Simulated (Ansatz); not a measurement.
Gas-phase electronic energies from Ansatz, PBE0-D4/def2-TZVP geometries. CCSD(T)/CBS is the MP2 limit (def2-TZVPP, def2-QZVPP) plus CCSD(T) − MP2 in def2-TZVPP, frozen cores. Functionals use def2-TZVPP. B3LYP here is the variant with VWN-RPA as its local correlation; programs differ in this. def2 core potentials past Kr. For Sn outer-core shells are correlated without core-valence functions, which leaves a few kJ/mol of doubt a bond. Each species was taken in one conformer, which may not be the lowest.

`C#C[O][SnH2][NH2]` → `NC#[C][SnH2][OH]`  (isomerisation)

`C#C[O][SnH2][NH2]`:

```xyz
10

C     0.134    1.300    2.191
C    -0.062    0.210    1.717
O    -0.268   -0.941    1.193
Sn   -0.666   -0.934   -0.801
N     0.770    0.089   -1.740
H     0.303    2.238    2.659
H    -0.591   -2.584   -1.171
H    -2.142   -0.111   -0.930
H     1.692   -0.322   -1.668
H     0.831    1.056   -1.449
```

`NC#[C][SnH2][OH]`:

Cartesian coordinates in Å:
```
N -1.032 1.479 -2.133
C -0.516 0.882 -1.057
C -0.039 0.383 -0.057
Sn 0.775 -0.435 1.648
O 0.735 -2.392 1.434
H -2.025 1.374 -2.273
H -0.493 1.419 -2.983
H 2.411 0.003 1.819
H -0.173 -0.077 3.015
H 0.355 -2.636 0.586
```

```
             level  ΔE (kJ/mol)  difference from CCSD(T)/CBS
           PBE0-D4        -29.3                         -1.3
           ωB97X-V        -26.1                          1.9
           ωB97M-V        -27.2                          0.8
            B2PLYP        -27.7                          0.3
               PBE        -26.7                          1.3
              PBE0        -31.3                         -3.3
             B3LYP        -26.4                          1.6
     HF/def2-TZVPP        -31.9                         -3.9
    MP2/def2-TZVPP        -32.6                         -4.6
SCS-MP2/def2-TZVPP        -31.5                         -3.5
   CCSD/def2-TZVPP        -31.9                         -3.9
CCSD(T)/def2-TZVPP        -30.5                         -2.5
     HF/def2-QZVPP        -30.9                         -2.9
    MP2/def2-QZVPP        -30.8                         -2.8
SCS-MP2/def2-QZVPP        -30.0                         -2.0
     MP2/CBS(def2)        -30.1                         -2.1
       CCSD(T)/CBS        -28.0                            0
```

Largest T1 diagnostic among the species: 0.014.

The D4 term adds +3.4 kJ/mol with B3LYP and +1.9 kJ/mol with PBE0; it sums over pairs of atoms, weighted by their polarisabilities, and B3LYP, whose exchange is more repulsive, gets the larger term. From PBE to PBE0 (25 % exact exchange), in def2-TZVPP and without D4, ΔE moves by −4.6 kJ/mol.
